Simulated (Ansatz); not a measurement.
One change: `SB(S)S` becomes `SB(S)Cl`.

Ansatz, PBE0-D4/def2-TZVP geometries, multiplicity 1. Each molecule was computed in one conformer, which needn't be the lowest.

| property | `SB(S)S` |
| --- | --- |
| LUMO energy (B3LYP/def2-TZVPP) / eV | -0.92 |
| LUMO energy (ωB97M-V/def2-TZVPP) / eV | 1.21 |
| HOMO–LUMO gap (B3LYP/def2-TZVPP) / eV | 6.37 |
| HOMO–LUMO gap (ωB97M-V/def2-TZVPP) / eV | 10.89 |
| size of the dipole moment (PBE/def2-TZVPP) / D | 1.53 |
| zero-point energy (PBE0-D4/def2-TZVP) / kJ/mol | 88.1 |

**Question.** Give the same properties after the change, and the shifts. (An estimate is asked.)

**Answer.** Computed: 
```json
{"property": "LUMO energy (B3LYP/def2-TZVPP) / eV", "`SB(S)Cl`": "-1.14", "shift": "-0.22"}
{"property": "LUMO energy (ωB97M-V/def2-TZVPP) / eV", "`SB(S)Cl`": "1.07", "shift": "-0.14"}
{"property": "HOMO–LUMO gap (B3LYP/def2-TZVPP) / eV", "`SB(S)Cl`": "6.36", "shift": "-0.01"}
{"property": "HOMO–LUMO gap (ωB97M-V/def2-TZVPP) / eV", "`SB(S)Cl`": "10.95", "shift": "0.06"}
{"property": "size of the dipole moment (PBE/def2-TZVPP) / D", "`SB(S)Cl`": "1.06", "shift": "-0.47"}
{"property": "zero-point energy (PBE0-D4/def2-TZVP) / kJ/mol", "`SB(S)Cl`": "66.2", "shift": "-21.9"}
```

With PBE0 the HOMO falls by 0.21 eV and the LUMO falls by 0.28 eV, so the gap narrows by about 0.07 eV. PBE moves the HOMO by -0.22 eV and ωB97M-V by -0.19 eV. The zero-point energy changes by -21.9 kJ/mol with -3 modes. Dipoles are sizes alone; their direction can turn.

B3LYP here is the variant with VWN-RPA as its local correlation; programs differ in this.
